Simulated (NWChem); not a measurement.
# disulfane (H₂S₂); SMILES SS

```xyz
4

S      0.0352    -1.0357     0.0553
S     -0.0352     1.0357     0.0553
H     -0.9144    -1.2637    -0.8848
H      0.9144     1.2637    -0.8848
```
Atoms are numbered in this order, from 1.

Results from NWChem. The geometry was optimised at PBE0/def2-SVP. Ions are spin-unrestricted doublets at the neutral geometry; other ion states weren't tried. Functional: LC-ωPBE (HJS hole) with def2-SVP; rows give the range parameter ω in 1/bohr.

```json
[
 {"range parameter (1/bohr)": "0.35", "vertical ionisation energy, ΔSCF (eV)": "10.23", "−ε(HOMO) (eV)": "9.98", "ΔSCF minus −ε(HOMO) (eV)": "0.25"},
 {"range parameter (1/bohr)": "0.40", "vertical ionisation energy, ΔSCF (eV)": "10.32", "−ε(HOMO) (eV)": "10.25", "ΔSCF minus −ε(HOMO) (eV)": "0.07"},
 {"range parameter (1/bohr)": "0.50", "vertical ionisation energy, ΔSCF (eV)": "10.47", "−ε(HOMO) (eV)": "10.65", "ΔSCF minus −ε(HOMO) (eV)": "-0.18"}
]
```
